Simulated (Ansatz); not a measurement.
Ansatz (a program for electronic structure) input (B3LYP-D3(BJ)/def2-TZVP):

Ansatz 0.2 input:
```yaml
crystal:
  periodic: [false, false, false]
  atoms:
    - {symbol: Sn, position_ang: [-0.00000000, -0.00000000, -0.03502570]}
    - {symbol: H, position_ang: [0.00000000, 0.00000000, 1.75128499]}
basis:
  gaussian:
    orbitals: def2-TZVP
hamiltonian:
  xc: b3lyp
  dispersion: d3bj
magnetization: {spin_polarized: true, initial_magnetization: 1}
phonons: {temperatures: {t_min: 298.15, t_max: 298.15, t_step: 100}}
```

Output:

```
Functional definition: B3LYP
integrals: 0.01 GiB planned
476 factors; their error is unknown
mean field: 0.14 GiB planned
mean field evaluation 1: about -5848.0162 eV, gradient 7.6e0 eV
mean field evaluation 2: about -5848.1894 eV, gradient 6.5e0 eV
mean field evaluation 4: about -5848.4923 eV, gradient 1.7e-1 eV
mean field evaluation 8: about -5848.5595 eV, gradient 2.1e-2 eV
mean field evaluation 16: about -5848.4839 eV, gradient 3.3e0 eV
mean field -5848.55945872 eV, -214.9305958121 hartree, gradient 5.2e-6 eV, S^2 0.752359; 1 other end points of the search recorded, 0 dependent functions left out
the calculation of the forces begins
reference -5848.55963926 eV, -214.9306024468 hartree; 12, 11 occupied and 44, 45 virtual orbitals, 476 factors
these checks for a lower state are left out or cut short: stability, starts, cluster_reference, orbital_swaps, neighbouring_geometries, increment
integrals: 0.01 GiB planned
476 factors; their error is unknown
mean field: 0.14 GiB planned
mean field -5848.55945872 eV, -214.9305958119 hartree, gradient 1.0e-6 eV, S^2 0.752359; 0 other end points of the search recorded, 0 dependent functions left out
the calculation of the forces begins
reference -5848.55963926 eV, -214.9306024466 hartree; 12, 11 occupied and 44, 45 virtual orbitals, 476 factors
these checks for a lower state are left out or cut short: stability, starts, cluster_reference, orbital_swaps, neighbouring_geometries, increment
integrals: 0.01 GiB planned
476 factors; their error is unknown
mean field: 0.14 GiB planned
mean field evaluation 32: about -5848.5595 eV, gradient 1.7e-2 eV
mean field -5848.55945872 eV, -214.9305958119 hartree, gradient 1.0e-6 eV, S^2 0.752359; 0 other end points of the search recorded, 0 dependent functions left out
the calculation of the forces begins
reference -5848.55963926 eV, -214.9306024466 hartree; 12, 11 occupied and 44, 45 virtual orbitals, 476 factors
these checks for a lower state are left out or cut short: stability, starts, cluster_reference, orbital_swaps, neighbouring_geometries, increment
integrals: 0.01 GiB planned
476 factors; their error is unknown
mean field: 0.14 GiB planned
mean field -5848.55945872 eV, -214.9305958119 hartree, gradient 1.1e-6 eV, S^2 0.752359; 0 other end points of the search recorded, 0 dependent functions left out
the calculation of the forces begins
reference -5848.55963926 eV, -214.9306024466 hartree; 12, 11 occupied and 44, 45 virtual orbitals, 476 factors
these checks for a lower state are left out or cut short: stability, starts, cluster_reference, orbital_swaps, neighbouring_geometries, increment
integrals: 0.01 GiB planned
476 factors; their error is unknown
mean field: 0.14 GiB planned
mean field -5848.55945872 eV, -214.9305958119 hartree, gradient 1.1e-6 eV, S^2 0.752359; 0 other end points of the search recorded, 0 dependent functions left out
the calculation of the forces begins
reference -5848.55963926 eV, -214.9306024466 hartree; 12, 11 occupied and 44, 45 virtual orbitals, 476 factors
these checks for a lower state are left out or cut short: stability, starts, cluster_reference, orbital_swaps, neighbouring_geometries, increment
integrals: 0.01 GiB planned
476 factors; their error is unknown
mean field: 0.14 GiB planned
mean field -5848.55943353 eV, -214.9305948863 hartree, gradient 2.1e-6 eV, S^2 0.752358; 0 other end points of the search recorded, 0 dependent functions left out
the calculation of the forces begins
reference -5848.55961402 eV, -214.9306015190 hartree; 12, 11 occupied and 44, 45 virtual orbitals, 476 factors
these checks for a lower state are left out or cut short: stability, starts, cluster_reference, orbital_swaps, neighbouring_geometries, increment
integrals: 0.01 GiB planned
476 factors; their error is unknown
mean field: 0.14 GiB planned
mean field evaluation 64: about -5848.5594 eV, gradient 5.5e-4 eV
mean field -5848.55941876 eV, -214.9305943436 hartree, gradient 2.2e-6 eV, S^2 0.752360; 0 other end points of the search recorded, 0 dependent functions left out
the calculation of the forces begins
reference -5848.55959936 eV, -214.9306009803 hartree; 12, 11 occupied and 44, 45 virtual orbitals, 476 factors
these checks for a lower state are left out or cut short: stability, starts, cluster_reference, orbital_swaps, neighbouring_geometries, increment
integrals: 0.01 GiB planned
476 factors; their error is unknown
mean field: 0.14 GiB planned
mean field -5848.55945872 eV, -214.9305958119 hartree, gradient 1.0e-6 eV, S^2 0.752359; 0 other end points of the search recorded, 0 dependent functions left out
the calculation of the forces begins
reference -5848.55963926 eV, -214.9306024466 hartree; 12, 11 occupied and 44, 45 virtual orbitals, 476 factors
these checks for a lower state are left out or cut short: stability, starts, cluster_reference, orbital_swaps, neighbouring_geometries, increment
integrals: 0.01 GiB planned
476 factors; their error is unknown
mean field: 0.14 GiB planned
mean field -5848.55945872 eV, -214.9305958119 hartree, gradient 1.0e-6 eV, S^2 0.752359; 0 other end points of the search recorded, 0 dependent functions left out
the calculation of the forces begins
reference -5848.55963926 eV, -214.9306024466 hartree; 12, 11 occupied and 44, 45 virtual orbitals, 476 factors
these checks for a lower state are left out or cut short: stability, starts, cluster_reference, orbital_swaps, neighbouring_geometries, increment
integrals: 0.01 GiB planned
476 factors; their error is unknown
mean field: 0.14 GiB planned
mean field -5848.55945872 eV, -214.9305958119 hartree, gradient 1.1e-6 eV, S^2 0.752359; 0 other end points of the search recorded, 0 dependent functions left out
the calculation of the forces begins
reference -5848.55963926 eV, -214.9306024466 hartree; 12, 11 occupied and 44, 45 virtual orbitals, 476 factors
these checks for a lower state are left out or cut short: stability, starts, cluster_reference, orbital_swaps, neighbouring_geometries, increment
integrals: 0.01 GiB planned
476 factors; their error is unknown
mean field: 0.14 GiB planned
mean field -5848.55945872 eV, -214.9305958119 hartree, gradient 1.1e-6 eV, S^2 0.752359; 0 other end points of the search recorded, 0 dependent functions left out
the calculation of the forces begins
reference -5848.55963926 eV, -214.9306024466 hartree; 12, 11 occupied and 44, 45 virtual orbitals, 476 factors
these checks for a lower state are left out or cut short: stability, starts, cluster_reference, orbital_swaps, neighbouring_geometries, increment
integrals: 0.01 GiB planned
476 factors; their error is unknown
mean field: 0.14 GiB planned
mean field evaluation 96: about -5848.4925 eV, gradient 1.7e-1 eV
mean field -5848.55941876 eV, -214.9305943436 hartree, gradient 2.2e-6 eV, S^2 0.752360; 0 other end points of the search recorded, 0 dependent functions left out
the calculation of the forces begins
reference -5848.55959936 eV, -214.9306009803 hartree; 12, 11 occupied and 44, 45 virtual orbitals, 476 factors
these checks for a lower state are left out or cut short: stability, starts, cluster_reference, orbital_swaps, neighbouring_geometries, increment
integrals: 0.01 GiB planned
476 factors; their error is unknown
mean field: 0.14 GiB planned
mean field -5848.55943353 eV, -214.9305948863 hartree, gradient 2.1e-6 eV, S^2 0.752358; 0 other end points of the search recorded, 0 dependent functions left out
the calculation of the forces begins
reference -5848.55961402 eV, -214.9306015190 hartree; 12, 11 occupied and 44, 45 virtual orbitals, 476 factors
Total energy: -5848.58563647 eV, -214.9315578267 hartree
Atom 0 at    -0.000000    -0.000000    -0.035026 Å, force     0.000000     0.000000     0.001784 eV/Å
Atom 1 at     0.000000     0.000000     1.751285 Å, force    -0.000000    -0.000000    -0.001784 eV/Å
Dipole moment:     0.000000    -0.000000    -0.138249 e Å
Vibrations: 1684.23 cm⁻¹, zero-point energy 0.104409 eV
```
